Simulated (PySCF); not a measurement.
# Potential energy of SrLi along the bond

Set-up: basis Sr def2-TZVP with ECP28, Li def2-TZVP; scalar-relativistic core potentials; PySCF 2.14. Energies in eV from Sr + Li in their ground configurations at the same level. All curves are PBE0. state 1: ²Σ⁺ (doublet), unpaired electrons σ ↑; state 2: doublet, unpaired electrons π ↑, a second solution, started from another occupation; state 3: ⁴Π (quartet), unpaired electrons σ ↑↑, π ↑, a second solution, started from another occupation; state 4: ²Δ (doublet), unpaired electrons δ ↑, a second solution, started from another occupation.

```tsv
R (Å)	state 1	state 2	state 3	state 4
3.116	-0.1922	0.3823	1.1980	1.2177
3.261	-0.2728	0.4024	1.1602	1.1816
3.406	-0.3176	0.4486	1.1500	1.1769
3.514	-0.3335	0.4960	1.1563	1.1887
3.623	-0.3380	0.5515	1.1717	1.2101
3.732	-0.3337	0.6130	1.1942	1.2385
3.877	-0.3183	0.7014	1.2317	1.2836
4.058	-0.2893	0.8177	1.2858	1.3459
4.275	-0.2478	0.9599	1.3535	1.4218
4.565	-0.1917	1.1452	1.4372	1.5156
```

Task: Put a parabola through the three lowest points of the state 1 curve and estimate Re, k and ωe (reduced mass 6.497 u; 1 eV/Å² = 0.16022 mdyn/Å; ωe = 1302.8·√(k/μ) cm⁻¹).

Result: Through R = 3.514, 3.623, 3.732 Å the second-order coefficient is 0.370 eV/Å², so Re ≈ 3.624 Å, k ≈ 0.119 mdyn/Å and ωe ≈ 176 cm⁻¹. A polynomial fit of higher order to the unrounded PBE0 energies gives Re = 3.619 Å, k = 0.119 mdyn/Å, ωe = 176 cm⁻¹; anharmonicity and rounding make the difference.

The higher-order fit for each curve: state 1: Re = 3.619 Å, ωe = 176 cm⁻¹, De = 0.338 eV; state 3: Re = 3.397 Å, ωe = 205 cm⁻¹, minimum 1.15 eV above the ground-state fragments; state 4: Re = 3.357 Å, ωe = 224 cm⁻¹, minimum 1.18 eV above the ground-state fragments. State 2 gave no clean fit.

The bond is weak. Basis-set superposition, not corrected here, can be much of De in a small basis, most of all at correlated wavefunction levels. Functionals without a dispersion term scatter widely for such bonds, and LDA overbinds them. ⟨S²⟩ of the unrestricted solution departs from its pure value on part of the curve, where spin states mix. Spin–orbit coupling is left out. Counting both spins, an empty level lies below a filled one in some of these solutions, because spin and occupation are held. The state is the lowest determinant that a PBE0 search found; another state may lie lower at other levels.
